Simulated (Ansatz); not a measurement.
Co3. Charge 0, multiplicity 2. Geometry PBE0-D4/def2-TZVP; atoms count from 1.

```
atom    x (Å)    y (Å)    z (Å)
 Co1  -1.1647   0.3086   0.6126
 Co2   0.0904  -1.2506  -0.7878
 Co3   1.0743   0.9420   0.1752
```

The charge 0 doublet is spin-contaminated (final ⟨S²⟩ up to 3.78, 0.75 for a pure state). The geometry of the doublet was relaxed on an unsound state (⟨S²⟩ 3.78, where a pure state has 0.75). The structure comes from a short search, and lower isomers may exist.

Problem. Estimate the Mulliken populations from the PBE0/def2-TZVP orbitals of Ansatz.

Solution. 
| atom | charge (e) | spin (α − β) | d electrons |
| --- | --- | --- | --- |
| Co1 | 0.09 | 1.96 | 7.97 |
| Co2 | -0.04 | -2.67 | 7.83 |
| Co3 | -0.05 | 1.71 | 7.89 |
Mulliken values and Mayer orders depend strongly on the basis.

Problem. Where does the spin sit?

Solution. Summed by element: Co 1.00, of 1 unpaired in all. Largest on single atoms: Co2 -2.67, Co1 1.96, Co3 1.71.

Problem. And the Mayer bond orders between bonded heavy atoms (over 0.3)?

Solution. Co1–Co2 0.62 (2.44 Å); Co1–Co3 0.81 (2.37 Å); Co2–Co3 0.49 (2.59 Å).
